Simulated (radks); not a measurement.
Question: Br IV, configuration [Ar] 3d10 4s2 4p2. Calculated with a radial shooting solver on a logarithmic mesh with Libxc functionals: Dirac Kohn-Sham, HCTH/407, spin-unpolarised, spherical densities, point nucleus; open shells fill j = l - 1/2 first.

Spin-orbit splittings of the eigenvalues, e(l+1/2) - e(l-1/2), with zeta = 2 splitting/(2l+1) and mean radii in bohr:

shell  occ.  splitting (eV)  zeta (eV)  <r> j=l-1/2  <r> j=l+1/2
2p        6           47.53      31.69       0.1627       0.1666
3p        6           6.871      4.581       0.5553       0.5656
3d       10               ?          ?       0.5819       0.5858
4p        2          0.7343     0.4896        1.744        1.770

Estimate the 3d splitting.

Answer: 1.104 eV (zeta = 0.4415 eV).
